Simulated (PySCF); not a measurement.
## Rh (rhodium, neutral) across methods

[Kr] 4d7 5s2, high-spin 4F determinant (an excited configuration). All numbers are calculated (PySCF 2.14, a scalar-relativistic core potential, in def2-TZVPPD with the def2 core potential (28 electrons) (6s4p3d2f1g, 56 functions)).

```json
{"method": "PBEsol", "E (hartree)": "-110.2688", "mean ε 4d β (eV)": "-7.755", "mean ε 5s α (eV)": "-5.729", "mean ε 5s β (eV)": "-4.994", "Σ⟨r²⟩ (bohr²)": "51.89", "⟨S²⟩": "3.756"}
{"method": "r2SCAN", "E (hartree)": "-110.4592", "mean ε 4d β (eV)": "-8.037", "mean ε 5s α (eV)": "-5.858", "mean ε 5s β (eV)": "-5.119", "Σ⟨r²⟩ (bohr²)": "51.89", "⟨S²⟩": "3.761"}
{"method": "M06-2X", "E (hartree)": "-110.3294", "mean ε 4d β (eV)": "-11.461", "mean ε 5s α (eV)": "-6.662", "mean ε 5s β (eV)": "-6.076", "Σ⟨r²⟩ (bohr²)": "53.08", "⟨S²⟩": "3.755"}
{"method": "UHF", "E (hartree)": "-109.69722", "mean ε 4d β (eV)": "-14.072", "mean ε 5s α (eV)": "-7.611", "mean ε 5s β (eV)": "-6.562", "Σ⟨r²⟩ (bohr²)": "54.34", "⟨S²⟩": "3.766"}
{"method": "LDA", "E (hartree)": "-110.1982", "mean ε 4d β (eV)": "-7.795", "mean ε 5s α (eV)": "-5.921", "mean ε 5s β (eV)": "-5.241", "Σ⟨r²⟩ (bohr²)": "51.77", "⟨S²⟩": "3.755"}
{"method": "B3LYP", "E (hartree)": "-110.4709", "mean ε 4d β (eV)": "-9.281", "mean ε 5s α (eV)": "-6.212", "mean ε 5s β (eV)": "-5.605", "Σ⟨r²⟩ (bohr²)": "52.17", "⟨S²⟩": "3.755"}
{"method": "PBE", "E (hartree)": "-110.4342", "mean ε 4d β (eV)": "-7.855", "mean ε 5s α (eV)": "-5.671", "mean ε 5s β (eV)": "-4.949", "Σ⟨r²⟩ (bohr²)": "52.06", "⟨S²⟩": "3.756"}
{"method": "M06", "E (hartree)": "-110.4312", "mean ε 4d β (eV)": "-9.580", "mean ε 5s α (eV)": "-6.472", "mean ε 5s β (eV)": "-5.801", "Σ⟨r²⟩ (bohr²)": "52.02", "⟨S²⟩": "3.756"}
```

Question: Estimate the same row for PBE0.

Answer: E (hartree) = -110.4125; mean ε 4d β (eV) = -9.578; mean ε 5s α (eV) = -6.328; mean ε 5s β (eV) = -5.568; Σ⟨r²⟩ (bohr²) = 52.16; ⟨S²⟩ = 3.757.

Energies and moments cover only the electrons outside the core potential.
